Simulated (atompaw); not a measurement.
# Varying the PAW (atompaw) potential for dysprosium

Base potential:

| Item | Value |
| --- | --- |
| Element | dysprosium (Dy) |
| Generator | atompaw 4.2.0.5 |
| Type | PAW |
| Functional | LDA (PW92) |
| Relativity | scalar-relativistic |
| Frozen core | [Xe] |
| Valence charge | 12 |
| Reference configuration | 4f10 5d0 6s0 6p0 (charge +2) |
| Partial waves | 6s (bound, empty): rc 3.00 bohr; 6s channel at -0.6 Ry: rc 3.00 bohr; 6p (bound, empty): rc 3.00 bohr; 6p channel at 0.7 Ry: rc 3.00 bohr; 5d (bound, empty): rc 3.00 bohr; 5d channel at 0.1 Ry: rc 3.00 bohr; 4f (bound): rc 0.90 bohr; 4f channel at 0.25 Ry: rc 0.90 bohr |
| Local potential | bessel scheme, radius 2.25 bohr |
| Core correction | smooth core density matched at 1.65 bohr |
| Augmentation charge | besselshape compensation charge, radius 2.70 bohr; PAW radius 3.00 bohr; waves and projectors: custom polynom gramschmidtortho |

Cutoffs, loose and tight: the cutoffs (Ry, on a coarse ladder) from which the occupation-weighted sum of valence levels, in a spherical-Bessel basis at the reference potential, stays within 10 and 1 mRy of its value at 400 Ry. They see the waves, projectors and local potential, not the compensation charge or the core. A dash means not determined.

A true bound ghost makes a file unfit for plane-wave use even where its test errors are small: the radial tests pick states by their node count and pass the ghost by.

```csv
change,outcome,"cutoff, loose","cutoff, tight",bound ghosts
base,generated,260 Ry,over 300 Ry,"s, p"
"augmentation besselshape compensation charge, radius 1.64 bohr; PAW radius 3.00 bohr; waves and projectors: custom polynom gramschmidtortho",generated,260 Ry,over 300 Ry,"s, p"
"local potential bessel scheme, radius 1.86 bohr",generated,260 Ry,over 300 Ry,"s, p"
wave 5d channel at 0.1 Ry: rc 3.00 bohr becomes 5d channel at 0.1 Ry: rc 2.02 bohr,generated,260 Ry,over 300 Ry,"s, p"
wave 4f (bound): rc 0.90 bohr becomes 4f (bound): rc 2.68 bohr,generated,15 Ry,30 Ry,"s, p"
reference 4f10 5d0 6s2 6p0,generated,260 Ry,over 300 Ry,"s, p"
```

What comes out with this change to the base: wave 6p channel at 0.7 Ry: rc 3.00 bohr becomes 6p channel at 10.27 Ry: rc 3.00 bohr?

outcome: generated; cutoff, loose: 260 Ry; cutoff, tight: over 300 Ry; bound ghosts: s.

What comes out with this change to the base: core [Kr] 4d10, valence charge 20; reference 4f9 5s2 5p6 5d0 6s0 6p0; waves now 5s (bound): rc 2.30 bohr; 6s (bound): rc 2.30 bohr; 5p (bound): rc 2.50 bohr; 6p (bound): rc 3.00 bohr; 5d (bound): rc 2.55 bohr; 5d channel at -1.2 Ry: rc 2.55 bohr; 4f (bound): rc 1.05 bohr; 4f channel at -2.25 Ry: rc 1.05 bohr; local potential bessel scheme, radius 2.15 bohr; core correction smooth core density matched at 2.15 bohr; augmentation besselshape compensation charge, radius 2.45 bohr; PAW radius 3.00 bohr; waves and projectors: custom polynom gramschmidtortho?

outcome: generated; cutoff, loose: 200 Ry; cutoff, tight: 300 Ry; bound ghosts: none.
